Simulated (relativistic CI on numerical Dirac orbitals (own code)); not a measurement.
**O VII: sensitivity of the levels to the model**

Base calculation: Dirac-Coulomb-Breit CI, separate exchange-only KLI orbitals for each configuration, model QED, unscaled Slater integrals.

Configuration list: 1s2, 1s 2s, 1s 2p, 1s 3s, 1s 3p, 1s 3d, 1s 4s, 1s 4p, 1s 4d, 1s 4f, 1s 5s, 1s 5p, 1s 5d, 1s 5f, 1s 5g, 1s 6s, 1s 6p, 1s 6d. Levels of other configurations are missing.

The lowest level and the first level of each name with at least 55 % of one term (blank where a level has no safe partner in the second run):

```tsv
Level	Base (eV)	Shift (eV)
1s2 1S_0	0.000	0.000
1s 2s 3S_1	559.908	-0.187
1s 2p 3P°_0	567.511	-0.265
1s 2p 3P°_1	567.518	-0.271
1s 2p 3P°_2	567.585	-0.338
1s 2s 1S_0	567.782	-0.240
1s 2p 1P°_1	573.226	-0.287
1s 3s 3S_1	660.805	-0.301
1s 3p 3P°_0	662.875	-0.322
1s 3p 3P°_1	662.877	-0.325
1s 3p 3P°_2	662.896	-0.344
1s 3s 1S_0	662.955	-0.317
1s 3d 3D_1	663.944	-0.346
1s 3d 3D_2	663.945	-0.347
```

19 of the 19 excited levels that our extract of the measured tables holds in this range could be paired (the sources list more); they are missed by 9100 cm⁻¹ on average and 10368 at most, and levels without a partner can miss by more.

(1) One thing was changed in a second run, which moved the levels as shown. Which?
A. configuration mixing switched off
B. Breit term removed
C. P86 correlation estimate
D. non-relativistic limit
E. QED terms removed

Results:

(1) D. Non-relativistic limit. Without relativity the fine structure collapses and s electrons lose their extra binding.
